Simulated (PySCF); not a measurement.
C₈H₁₂, charge -1, doublet (typed; the unrestricted solution is spin-contaminated), at a GFN2-xTB geometry (a state made from the parent by changing its charge; the spin is typed, not shown lowest) (in this run its highest filled SCF level lies above zero, so its values depend strongly on the basis, on diffuse functions most of all), with bond 13-4 at 1.6 times its length; DF-HF/6-31G (PySCF).

Input for PySCF:
```python
from pyscf import gto, scf

mol = gto.M(
    atom='''
C    -0.69087412   -1.74553618   -0.18585767
C     0.68862544   -1.74702532   -0.18012278
C     1.52375294   -0.58781095   -0.54879789
C     1.52040289    0.58452485    0.56145313
C     0.69087412    1.74553618    0.18585767
C    -0.68862544    1.74702532    0.18012278
C    -1.52375294    0.58781095    0.54879789
C    -1.52040289   -0.58452485   -0.56145313
H    -1.20491430   -2.57513596    0.29530008
H     1.19685513   -2.57772862    0.30528478
H     1.17729101   -0.12804771   -1.47804495
H     2.56346734   -0.90412835   -0.69801976
H     3.18299211    1.08704221    0.81403561
H     1.16523511    0.12551900    1.48778336
H     1.20491430    2.57513596   -0.29530008
H    -1.19685513    2.57772862   -0.30528478
H    -1.17729101    0.12804771    1.47804495
H    -2.56346734    0.90412835    0.69801976
H    -1.16523511   -0.12551900   -1.48778336
H    -2.55952115   -0.89859820   -0.71931718
''',
    basis='6-31g',
    charge=-1,
    spin=1,
    verbose=4,
)

mf = scf.UHF(mol)
mf.level_shift = 0.5
mf.max_cycle = 100
mf = mf.density_fit(auxbasis='def2-universal-jkfit')
mf.kernel()
mf.analyze()
```

It wrote (shortened):

```
PySCF version 2.14.0

[INPUT] verbose = 4
[INPUT] num. atoms = 20
[INPUT] num. electrons = 61
[INPUT] charge = -1
[INPUT] spin (= nelec alpha-beta = 2S) = 1
[INPUT] symmetry False subgroup None
[INPUT] Mole.unit = angstrom
[INPUT] Symbol           X                Y                Z      unit          X                Y                Z       unit  Magmom
[...]
nuclear repulsion = 362.818798036329
number of shells = 64
number of NR pGTOs = 224
number of NR cGTOs = 96
basis = 6-31g
ecp = {}

******** <class 'pyscf.df.df_jk.DFUHF'> ********
method = DFUHF
initial guess = minao
damping factor = 0
level_shift factor = 0.5
DIIS = <class 'pyscf.scf.diis.CDIIS'>
diis_start_cycle = 1
diis_space = 8
diis_damp = 0
SCF conv_tol = 1e-09
SCF conv_tol_grad = None
SCF max_cycles = 100
direct_scf = False
number electrons alpha = 31  beta = 30
Set gradient conv threshold to 3.16228e-05
******** <class 'pyscf.df.df.DF'> ********
auxbasis = def2-universal-jkfit
init E= -311.257394052753

cycle= 1 E= -309.403537733004  delta_E= 1.85  |g|= 0.399  |ddm|= 3.03
cycle= 2 E= -309.511614495528  delta_E= -0.108  |g|= 0.151  |ddm|= 0.453
cycle= 3 E= -309.530925646206  delta_E= -0.0193  |g|= 0.0654  |ddm|= 0.232
cycle= 4 E= -309.53590490397  delta_E= -0.00498  |g|= 0.0329  |ddm|= 0.142
cycle= 5 E= -309.538073899439  delta_E= -0.00217  |g|= 0.0233  |ddm|= 0.11
cycle= 6 E= -309.539561151649  delta_E= -0.00149  |g|= 0.0206  |ddm|= 0.0863
cycle= 7 E= -309.540984033844  delta_E= -0.00142  |g|= 0.0198  |ddm|= 0.0811
cycle= 8 E= -309.542308554567  delta_E= -0.00132  |g|= 0.0197  |ddm|= 0.0744
cycle= 9 E= -309.543267629155  delta_E= -0.000959  |g|= 0.0199  |ddm|= 0.0564
cycle= 10 E= -309.543966745148  delta_E= -0.000699  |g|= 0.0205  |ddm|= 0.0421
cycle= 11 E= -309.544392502932  delta_E= -0.000426  |g|= 0.0212  |ddm|= 0.028
cycle= 12 E= -309.544755258889  delta_E= -0.000363  |g|= 0.0217  |ddm|= 0.0229
cycle= 13 E= -309.545096072861  delta_E= -0.000341  |g|= 0.022  |ddm|= 0.021
cycle= 14 E= -309.545589944156  delta_E= -0.000494  |g|= 0.0217  |ddm|= 0.0289
cycle= 15 E= -309.5462079283  delta_E= -0.000618  |g|= 0.0212  |ddm|= 0.0372
cycle= 16 E= -309.54796690965  delta_E= -0.00176  |g|= 0.0191  |ddm|= 0.107
cycle= 17 E= -309.549512633462  delta_E= -0.00155  |g|= 0.0182  |ddm|= 0.0945
cycle= 18 E= -309.552175628145  delta_E= -0.00266  |g|= 0.0214  |ddm|= 0.186
cycle= 19 E= -309.553426468989  delta_E= -0.00125  |g|= 0.0158  |ddm|= 0.0904
[...]
converged SCF energy = -309.557069997131  <S^2> = 1.1493191  2S+1 = 2.3658564
Total Energy =                        -309.557069997130782
[...]
spin_pop of  18 H 1s        0.01743
spin_pop of  18 H 2s       -0.00007
spin_pop of  19 H 1s        0.00719
spin_pop of  19 H 2s       -0.00006
 ** Mulliken Spin Density (per atom)  **
spin density of  0 C =      0.54737
spin density of  1 C =     -0.51529
spin density of  2 C =      0.04625
spin density of  3 C =      0.38303
spin density of  4 C =      0.42187
spin density of  5 C =     -0.44978
spin density of  6 C =      0.09487
spin density of  7 C =     -0.09776
spin density of  8 H =     -0.03214
spin density of  9 H =      0.03098
spin density of  10 H =     -0.01331
spin density of  11 H =      0.02276
spin density of  12 H =      0.54569
spin density of  13 H =     -0.01722
spin density of  14 H =     -0.00333
spin density of  15 H =      0.03197
spin density of  16 H =     -0.01464
spin density of  17 H =     -0.00582
spin density of  18 H =      0.01735
spin density of  19 H =      0.00713
 ** Mulliken pop alpha/beta on meta-lowdin orthogonal AOs **
 ** Mulliken pop       alpha | beta **
In total            31.00000 | 30.00000
 ** Mulliken atomic charges   ( Nelec_alpha | Nelec_beta ) **
charge of  0C =     -0.15462  (     3.35099      2.80362 )
charge of  1C =     -0.09184  (     2.78827      3.30356 )
charge of  2C =     -0.18659  (     3.11642      3.07017 )
charge of  3C =     -0.31273  (     3.34788      2.96485 )
charge of  4C =     -0.06011  (     3.24099      2.81912 )
charge of  5C =     -0.18160  (     2.86591      3.31569 )
charge of  6C =     -0.16429  (     3.12958      3.03471 )
charge of  7C =     -0.17056  (     3.03640      3.13416 )
charge of  8H =      0.06715  (     0.45036      0.48250 )
charge of  9H =      0.07592  (     0.47753      0.44655 )
charge of  10H =      0.06734  (     0.45967      0.47298 )
charge of  11H =      0.06931  (     0.47672      0.45397 )
charge of  12H =     -0.42725  (     0.98647      0.44078 )
charge of  13H =      0.03493  (     0.47393      0.49114 )
charge of  14H =      0.06853  (     0.46407      0.46740 )
charge of  15H =      0.05537  (     0.48830      0.45633 )
charge of  16H =      0.09628  (     0.44454      0.45918 )
charge of  17H =      0.06051  (     0.46684      0.47265 )
charge of  18H =      0.09109  (     0.46313      0.44578 )
charge of  19H =      0.06314  (     0.47199      0.46486 )

WARN: System has nonzero charge -1; the dipole moment is origin-dependent.
Location of origin: [0. 0. 0.]

Dipole moment(X, Y, Z, Debye): -8.42495, -3.16499, -2.31702
```
